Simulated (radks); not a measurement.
Problem. The table gives one normalised radial function P(r) = r R(r) (large component) of Tl2+ in [Xe] 4f14 5d10 6p1 (r in bohr). Method: Dirac Kohn-Sham, BLYP, spin-unpolarised, spherical densities, finite nucleus; open shells fill j = l - 1/2 first; Fermi nuclear charge, rms radius 5.4759 fm; computed with a radial shooting solver on a logarithmic mesh with Libxc functionals.

r           P
0.002108   0.0064
0.002857   0.0111
0.003903   0.0193
0.005289   0.0326
0.007168   0.0538
0.009715   0.0864
0.01327    0.1345
0.01799    0.1953
0.02438    0.2605
0.03304    0.3048
0.04514    0.2812
0.06117    0.1402
0.0829    -0.1190
0.1124    -0.3766
0.1535    -0.3888
0.208     -0.0046
0.2819     0.5099
0.3821     0.5718
0.522     -0.0785
0.7075    -0.8798
0.9588    -1.1581
1.299     -0.8413
1.775     -0.3694
2.406     -0.0999
3.261     -0.0147
4.419     -0.0010
6.037     0.0000
8.182     0.0000

Which n and l does it have? It may be an empty orbital.

Solution. n = 5, l = 1: the number of nodes gives n - l - 1 = 3, the rise at small r points to l (this Dirac orbital starts outside the nucleus as r^gamma with gamma = sqrt((l + 1)^2 - (Z/c)^2) = 1.91; the j = 3/2 orbital of l + 1 starts with the same power, but with a smaller coefficient, and then steepens), and the extent must fit the shell. The curve is that of 5p3/2; the two j differ most near the nucleus, where j = l - 1/2 has the larger amplitude, and in heavy atoms j = l - 1/2 is also the more compact. 5p3/2: eigenvalue -89.655 eV, 3 radial nodes at r = 0.0730, 0.209, 0.507 bohr, <r> = 1.03 bohr, 90 % of the charge inside 1.50 bohr.
